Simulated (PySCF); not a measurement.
# Excitation energy of Sr by level of theory

Sr [Kr] 5s2 (1S) → Sr [Kr] 5p2 (3P), as a difference of total energies. Calculation: PySCF 2.14, in x2c-TZVPPall; the spin-free X2C one-electron Hamiltonian (Gaussian nucleus). Correlated levels: valence: [Kr] frozen; valence and next inner shell: [Ar] 3d10 frozen. The calculations carry no spin-orbit coupling.

```
                                method  excitation energy (eV)  error (eV)
                                   UHF                   3.892      -0.513
                                   LDA                   4.473      +0.068
                                   PBE                   4.159      -0.246
                                  PBE0                   4.197      -0.208
                                r2SCAN                   3.891      -0.514
                                 B3LYP                   4.490      +0.085
                                B2PLYP                   4.498      +0.093
                             BHandHLYP                   4.573      +0.168
                                  BLYP                   4.433      +0.028
                         MP2 (valence)                   4.273      -0.132
                     SCS-MP2 (valence)                   4.452      +0.047
    MP2 (valence and next inner shell)                   4.699      +0.294
SCS-MP2 (valence and next inner shell)                   4.792      +0.387
```

Reference: 4.405 eV (measured; NIST levels, between the centres of gravity of the two terms).

Errors of the correlated levels include the incompleteness of this basis and the frozen core.

The basis was made for the ground configuration and has no added diffuse functions, so the excitation energy can come out too high.
